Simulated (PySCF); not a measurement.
How methods differ on the ionisation energy of La⁴¹⁺

La⁴¹⁺ [Ne] 3s2 3p4 [3p1/2^2 3p3/2^2, M_J = 2] → La⁴²⁺ [Ne] 3s2 3p3 [3p1/2^2 3p3/2^1, M_J = 3/2], as a difference of total energies. Computed with PySCF 2.14 in an even-tempered Gaussian basis (18 s from 8.9 bohr⁻², ratio 2.4; 14 p from 12 bohr⁻², ratio 2.4; 4 d from 43 bohr⁻², ratio 2.6; 4 f from 65 bohr⁻², ratio 2.6), with the two-component X2C-1e Hamiltonian. Correlated levels: 1s2 frozen; the 54 highest virtual spinors dropped. "Screened" scales the spin-orbit matrix elements by Boettger's factors to mimic the two-electron term; Breit and QED terms are absent.

```
                    method  ionisation energy (eV)
           GHF (spin-free)                  3152.3
          GMP2 (spin-free)                  3153.5
 GHF (screened spin-orbit)                  3134.3
GMP2 (screened spin-orbit)                  3134.5
```

Breit and QED terms and the two-electron picture change are absent.

The spin-free rows relax to the high-spin LS determinant and lack the spin-orbit shift.

The labels give the starting determinants; with spin-orbit coupling the two ends relaxed to ⟨J²⟩ = 6.00, ⟨L²⟩ = 3.16, ⟨S²⟩ = 1.44 and ⟨J²⟩ = 3.75, ⟨L²⟩ = 2.38, ⟨S²⟩ = 1.58.

For comparison: 3133 ± 4 eV (theoretical estimate listed by NIST; NIST Atomic Spectra Database, ionization energies).
